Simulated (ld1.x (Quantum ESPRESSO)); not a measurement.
## What the settings do to the RRKJ potential of sulfur

Base potential:

S (Z = 16), norm-conserving RRKJ (Kleinman–Bylander form), made with ld1.x (Quantum ESPRESSO) 7.5 (PBE, fully relativistic). Core [Ne], reference 3s2 3p4. Waves: 3p (bound): rc 1.35 bohr; 3d channel at 0.05 Ry: rc 1.50 bohr; 3s (bound): rc 1.55 bohr. Local part: the s channel. Core correction: Bessel-smoothed model core inside 1.25 bohr.

Open shells are filled in proportion to 2j + 1 (rel_dist='average').

Cutoffs, loose and tight: the cutoffs (Ry, on a coarse ladder) from which the occupation-weighted sum of valence levels, in a spherical-Bessel basis at the reference potential, stays within 10 and 1 mRy of its value at 400 Ry. They do not see the model core or the augmentation charge, which bear on the density cutoff. Test errors are all-electron minus pseudo excitation energies from the reference, over the configurations 3s2 3p3; 3s2 3p2; 3s2 3p1; 3s0 3p6; 3s2 3p0; 3s2 3p4.3; 3s1 3p5. A dash means not determined; rows that change the core or the reference have their own tests.

| change | outcome | cutoff, loose | cutoff, tight | bound ghosts | largest test error (meV) |
| --- | --- | --- | --- | --- | --- |
| base | generated | 40 Ry | 60 Ry | none | +230 |
| scalar-relativistic | generated | 40 Ry | 60 Ry | none | +222 |
| wave 3p (bound): rc 1.35 bohr becomes 3p (bound): rc 1.36 bohr | generated | 40 Ry | 60 Ry | none | +230 |
| wave 3d channel at 0.05 Ry: rc 1.50 bohr becomes 3d channel at 3.42 Ry: rc 1.50 bohr | generated | 40 Ry | 60 Ry | none | +230 |
| type TM; local potential the d channel | generated | 35 Ry | 70 Ry | none | +322 |
| reference 3s1 3p5 | generated | 35 Ry | 55 Ry | none | +87 |

Problem. What comes out with this change to the base: all radii but the core radius scaled by about 1.35 (s 2.08, p 1.82, d 2.02 bohr)?

Solution. outcome: generated; cutoff, loose: 30 Ry; cutoff, tight: 40 Ry; bound ghosts: none; largest test error (meV): +592.
